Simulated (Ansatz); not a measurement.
`C=[CH][Al]([CH3])[CH3]` + `NC=[Se]` → `CNC=[Se]` + `C=[CH][AlH][CH3]`  (substitution at a C–Al bond)

Computed with Ansatz on PBE0-D4/def2-TZVP structures; ΔE is electronic, products minus reactants. CBS: MP2 limit from def2 TZ/QZ plus the TZ coupled-cluster correction, frozen cores. For Se outer-core shells are correlated without core-valence functions, which leaves a few kJ/mol of doubt a bond. Scalar relativity is left out up to krypton. One conformer a species, not always the lowest.

```tsv
species	MP2/def2-TZVPP energy (Eh)
`C=[CH][Al]([CH3])[CH3]`	-399.44893
`NC=[Se]`	-2494.57489
`CNC=[Se]`	-2533.79292
`C=[CH][AlH][CH3]`	-360.20945
```

Task: Work out ΔE.

Result: ΔE = (-2533.79292) + (-360.20945) − (-399.44893) − (-2494.57489) = 0.02145 Eh = +56.3 kJ/mol. CCSD(T)/CBS gives +57.4 kJ/mol.

Largest T1 diagnostic among the species: 0.017.

In def2-TZVPP, CCSD(T) changes the Hartree–Fock value by +3.8 kJ/mol (the triples alone add −0.1 kJ/mol) and MP2 by +4.1 kJ/mol.
